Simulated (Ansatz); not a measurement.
Cost and result for the atomization energy of `[SiH3]N[SiH2][GaH2]` (12 atoms, 11 bonds).

Cartesian coordinates in Å:
```
Si -0.0557 0.1301 1.6291
N 1.2126 0.2563 0.4945
Si 0.9418 0.0917 -1.2290
Ga -1.4297 -0.3898 -1.2361
H -1.2848 -0.2642 0.8310
H 0.1349 -0.9339 2.6487
H -0.4132 1.3940 2.3244
H 2.1445 0.4544 0.8308
H 1.8253 -0.9790 -1.7788
H 1.3487 1.3431 -1.9353
H -2.4808 0.7730 -1.3626
H -1.9435 -1.8757 -1.2168
```

Charge 0, multiplicity 1. Correlated methods include outer-core shells of Ga, which these sets cover unevenly. Scalar relativity is left out up to krypton. The structure was optimised at the PBE0-D4/def2-TZVP level. It is one conformer, not always the lowest. Program: Ansatz. All runs use 4 threads of an Arm Neoverse V1 on a shared host. Times are those of one run each, without the atoms' runs, and a repeat can differ threefold. Electronic energies, without spin–orbit coupling; frozen cores. CCSD(T)/CBS adds CCSD(T) − MP2 in def2-TZVPP to the MP2 limit, and its time is that of the two runs behind it. T1 = 0.013. With those shells the extrapolation isn't a true limit.

CCSD(T)/CBS is a level of theory with its own doubt, some kJ/mol a heavy atom from the limit and from the frozen cores, so smaller differences don't rank the functionals.

```json
{"level": "revPBE-D4/def2-TZVPP", "functions": "275", "wall time": "3.4 s"}
{"level": "BLYP-D4/def2-TZVPP", "functions": "275", "wall time": "3.4 s"}
{"level": "PBE-D4/def2-TZVPP (with forces)", "functions": "275", "wall time": "4 s"}
{"level": "PBE0-D4/def2-TZVPP", "functions": "275", "wall time": "5.5 s"}
{"level": "BHLYP-D4/def2-TZVPP", "functions": "275", "wall time": "6 s"}
{"level": "CAM-B3LYP-D4/def2-TZVPP", "functions": "275", "wall time": "6.5 s"}
{"level": "r2SCAN-D4/def2-TZVPP (with forces)", "functions": "275", "wall time": "8 s"}
{"level": "r2SCANh-D4/def2-TZVPP", "functions": "275", "wall time": "9 s"}
{"level": "CCSD(T)/def2-SVP", "functions": "122", "wall time": "9.5 s"}
{"level": "ωB97X-V/def2-TZVPP", "functions": "275", "wall time": "13 s"}
{"level": "MP2/def2-QZVPP", "functions": "526", "wall time": "51 s"}
{"level": "CCSD(T)/def2-TZVPP", "functions": "275", "wall time": "5.1 min"}
{"level": "CCSD(T)/CBS(def2)", "functions": "–", "wall time": "6 min"}
```

Q: What atomization energy does each give, and how far from CCSD(T)/CBS? (Estimate.)

A: Ansatz gave: 
| level | atomization (kJ/mol) | difference from CCSD(T)/CBS | per bond |
| --- | --- | --- | --- |
| revPBE-D4/def2-TZVPP | 3389.8 | -103.5 | -9.4 |
| BLYP-D4/def2-TZVPP | 3435.7 | -57.6 | -5.2 |
| PBE-D4/def2-TZVPP (with forces) | 3446.0 | -47.3 | -4.3 |
| PBE0-D4/def2-TZVPP | 3432.5 | -60.8 | -5.5 |
| BHLYP-D4/def2-TZVPP | 3435.0 | -58.3 | -5.3 |
| CAM-B3LYP-D4/def2-TZVPP | 3496.1 | 2.8 | 0.2 |
| r2SCAN-D4/def2-TZVPP (with forces) | 3472.3 | -21.0 | -1.9 |
| r2SCANh-D4/def2-TZVPP | 3460.3 | -33.0 | -3.0 |
| CCSD(T)/def2-SVP | 3219.8 | -273.5 | -24.9 |
| ωB97X-V/def2-TZVPP | 3515.7 | 22.4 | 2.0 |
| MP2/def2-QZVPP | 3438.0 | -55.3 | -5.0 |
| CCSD(T)/def2-TZVPP | 3403.5 | -89.8 | -8.2 |
| CCSD(T)/CBS(def2) | 3493.3 | 0.0 | 0.0 |

In def2-TZVPP, CCSD(T) changes the Hartree–Fock value by +858.2 kJ/mol (the triples alone add +36.3 kJ/mol) and MP2 by +838.6 kJ/mol; breaking electron pairs costs correlation energy, which Hartree–Fock lacks. From PBE to PBE0 (25 % exact exchange), in def2-TZVPP and without D4, the atomization energy moves by −8.9 kJ/mol: exact exchange takes away binding that semilocal exchange gives to molecules. Leaving LDA and LC-ωPBE aside and taking each functional with its dispersion term where it has one, the values spread over 125.9 kJ/mol, from revPBE-D4 to ωB97X-V. LDA lies +460.2 kJ/mol from PBE without D4, its usual overbinding.
